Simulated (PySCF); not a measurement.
## Trend along the fifth-period p block: MB molecules

PBE0 with double-zeta basis sets in PySCF, for the lowest determinant that a PBE0 search found; no spin–orbit coupling. De refers to high-spin ground-configuration atoms. A positive dipole means M(−)B(+).

| M | basis | state (unpaired electrons) | Re (Å) | ωe (cm⁻¹) | De (eV) | μ (D) |
| --- | --- | --- | --- | --- | --- | --- |
| Sn | def2-SVP | quartet (σ ↑, π ↑↑) | 2.179 | 568 | 2.80 | -1.41 |
| Sb | x2c-SVPall | triplet (σ ↑, π ↑) | 2.050 | 711 | 2.56 | -0.78 |
| Te | aug-cc-pVDZ/aug-cc-pVDZ-PP | doublet (σ ↑) | 1.959 | 829 | 4.00 | -0.12 |
| I | x2c-SVPall | singlet (closed shell) | 2.127 | 597 | 3.81 | -1.62 |

(1) By what factor does the bond length vary along the series?

The rows differ in basis set, which adds steps of its own.

The state changes along the series, so neighbouring rows are not always alike in their bonding.

Spin–orbit coupling is left out, which matters for elements this heavy, above all for dissociation energies. States were picked by a PBE0 search and need not be the measured ground states.

Results:

(1) At PBE0 it runs from 1.959 Å (BTe) to 2.179 Å (SnB), a factor of 1.11.
